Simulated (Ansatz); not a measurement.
Abridged output of a molecular run in Ansatz:

```
Functional definition: HF
1378 factors; integrals over basis functions are off by at most 9.1e-4 eV
mean field evaluation 1: about -13381.5268 eV, gradient 4.1e1 eV
mean field evaluation 2: about -13381.5529 eV, gradient 4.1e1 eV
mean field evaluation 4: about -13385.5977 eV, gradient 3.0e0 eV
mean field evaluation 8: about -13385.6359 eV, gradient 3.7e-4 eV
mean field -13385.63593635 eV, -491.9130475511 hartree, gradient 1.3e-6 eV, S^2 0.000000; 0 other end points of the search recorded, 0 dependent functions left out
10 core orbitals not correlated: weight in the atoms' cores, before any rotation towards them, 1.000 or more for the frozen orbitals, at most 0.000 for the correlated occupied ones
reference -13385.63593635 eV, -491.9130475511 hartree; 22, 22 occupied and 88, 88 virtual orbitals, 1378 factors
second order -15.26229314 eV of doubles, -0.00000000 eV of singles
cycle   1  -16.01672586 eV  change   -7.5e-1 eV  update   1.0e-1
cycle   2  -16.55040808 eV  change   -5.3e-1 eV  update   3.2e-2
cycle   3  -16.65484712 eV  change   -1.0e-1 eV  update   1.4e-2
cycle   4  -16.65011775 eV  change    4.7e-3 eV  update   3.4e-3
cycle   5  -16.64982054 eV  change    3.0e-4 eV  update   1.2e-3
cycle   6  -16.64982754 eV  change   -7.0e-6 eV  update   3.3e-4
cycle   7  -16.64968169 eV  change    1.5e-4 eV  update   1.2e-4
cycle   8  -16.64967554 eV  change    6.2e-6 eV  update   3.5e-5
perturbative correction -0.47686877 eV, -0.0175246040 hartree
Total energy: -13402.76248066 eV, -492.5424364455 hartree
```

Its atoms:

Z-matrix (Å, degrees):
```
In
N 1 2.218
In 1 3.314 2 41.7
N 1 2.218 2 83.3 3 0.0
H 1 1.721 2 108.3 3 -107.1
H 1 1.721 2 108.3 3 107.2
H 2 1.013 1 113.5 3 119.2
H 2 1.013 1 113.5 3 -119.2
H 3 1.721 1 114.9 2 90.0
H 3 1.721 1 114.9 2 -90.0
H 4 1.013 1 113.5 2 -119.2
H 4 1.013 1 113.5 2 119.2
```

Question: Which basis set was used?
A. def2-SVP
B. cc-pV(Q+d)Z
C. def2-TZVPPD
D. def2-QZVPP

Answer: A. It gives 120 functions.

Question: Write the keys of the input that set method, charge and spin (a neutral closed shell needs none for the last two).

Answer: 
```yaml
correlation: {method: ccsd_t}
```
